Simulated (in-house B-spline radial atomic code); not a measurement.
How numerical settings move a run on Tb²⁺, [Xe] 4f9. Computed with a B-spline radial code for spherical atoms: Dirac-Kohn-Sham PBE0, spherical fractional occupations, Fermi nucleus of rms radius 5.06 fm.

Command:
```bash
python run_scf.py task.json out
```
Settings of the sound reference run:
```
Z                65
electrons        63
configuration    [Xe] 4f9
hamiltonian      dirac
method           pbe0
spin_polarised   False
nucleus          fermi
rms_radius       5.06
mass_number      159
atomic_mass      158.9254
speed_of_light   137.036
knot_spacing     0.22
spline_order     8
gauss_points     12
box_radius       22.22
max_iterations   70
damping          0.5
damped_steps     3
diis_vectors     10
tolerance        1e-08
start            Thomas-Fermi
```

Time taken, with all properties: 2.7 s on 1 thread of Arm Neoverse N1, on a shared host.

It converges in 11 iterations to -11716.448128 hartree, with 4f7/2 at -17.1632 eV. The other runs change the listed settings, some to values that make no sense; their results aren't properties of the atom or ion. Radii are in bohr (the nuclear one in fm), a minus after a letter asks for a j subshell, and «unchanged» means within 1e-8 hartree. The run stops when the residual is below 10 × tolerance × max(1, Z/10), or a noise floor if that is larger, and the energy moves by less than 1e-8 × √|E| hartree; so very loose and very tight tolerances often act alike.

| changed settings | outcome |
| --- | --- |
| knot_spacing = 2 | converged in 9 iterations, energy +1.63e+03 hartree from the reference, 4f7/2 level -3.1e+02 eV (the program warns: 4f7/2 reaches the box edge; 1s1/2 reaches the box edge) |
| knot_spacing = 1 | converged in 10 iterations, energy +3.05e+02 hartree from the reference, 4f7/2 level -6.7e+01 eV (the program warns: 4f7/2 reaches the box edge; 2s1/2 reaches the box edge) |
| diis_vectors = 20 | converged in 11 iterations, energy unchanged |
| diis_vectors = 4 | converged in 11 iterations, energy unchanged, 4f7/2 level +7.4e-05 eV |
| knot_spacing = 0.1, gauss_points = 5, max_iterations = 2, damped_steps = 30 | not converged after 2 iterations, last residual 5.8e-01, last energy +3.66e+01 hartree from the reference |
| damping = 0.95 | converged in 14 iterations, energy unchanged, 4f7/2 level +6.9e-06 eV |
| knot_spacing = 0.4 | converged in 11 iterations, energy +7.45e-03 hartree from the reference, 4f7/2 level -2.4e-03 eV |
| knot_spacing = 0.15 | converged in 11 iterations, energy -3.74e-06 hartree from the reference, 4f7/2 level +1.5e-06 eV |
| diis_vectors = 1 | not converged after 70 iterations, last residual 3.0e+00, last energy +3.60e+02 hartree from the reference |
| knot_spacing = 0.75, spline_order = 7, max_iterations = 60, tolerance = 1e-06 | converged in 10 iterations, energy +4.74e+01 hartree from the reference, 4f7/2 level -4.7e+00 eV (the program warns: 3s1/2 reaches the box edge; 3p1/2 reaches the box edge) |
| diis_vectors = 0 | converged in 24 iterations, energy unchanged, 4f7/2 level -1.1e-04 eV |
| damping = 0.8 | converged in 13 iterations, energy unchanged, 4f7/2 level +1.6e-06 eV |
| spline_order = 6, gauss_points = 5, first_knot = 0.000154, max_iterations = 60 | converged in 11 iterations, energy +7.35e-03 hartree from the reference, 4f7/2 level -2.0e-05 eV |
| first_knot = 1.54e-06, max_iterations = 75, start = bare nucleus | converged in 13 iterations, energy +4.51e-06 hartree from the reference, 4f7/2 level +6.2e-05 eV |
| diis_vectors = 2 | converged in 13 iterations, energy unchanged, 4f7/2 level +1.7e-05 eV |
| electrons = 64, configuration = [Xe] 4f9 6s-1, max_iterations = 50 | stopped with error: j subshells need the Dirac Hamiltonian and l > 0 |

(1) What happens with knot_spacing = 1.4?

(2) What happens with electrons = 64, configuration = [Xe] 4f9 6p-1, max_iterations = 75?

(3) What happens with method = hf, spin_polarised = True?

(4) What happens with knot_spacing = 0.55?

## Answers

(1) Converged in 10 iterations, energy +9.11e+02 hartree from the reference, 4f7/2 level -1.5e+02 eV (the program warns: 4f7/2 reaches the box edge; 1s1/2 reaches the box edge).

(2) Converged in 12 iterations to -11716.7434 hartree, a different physical problem.

(3) Stopped with error: spin polarisation is not served with the Dirac Hamiltonian.

(4) Converged in 11 iterations, energy +8.88e-01 hartree from the reference, 4f7/2 level -7.1e-02 eV.
